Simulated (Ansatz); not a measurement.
C4H10OSi, SMILES C=C[C@H]([SiH3])CO.

Geometry: PBE0-D3(BJ)/def2-SVP. The structure was generated by enumeration; whether it is a known compound was not checked. One conformer was computed; it need not be the lowest.

Two levels are set side by side: PBE/def2-SVPD (Ansatz, a quantum-chemistry and plane-wave program) and PBE0/def2-SVPD (Ansatz). Energy differences of separate SCF runs at the same geometry; the states with an electron removed or added have multiplicity 2 and 2. Differences are taken from unrounded values.

```csv
quantity,PBE0,PBE,PBE minus PBE0
vertical ionisation energy (eV),9.17,8.90,-0.27
vertical singlet–triplet gap (eV),4.10,4.19,0.09
```
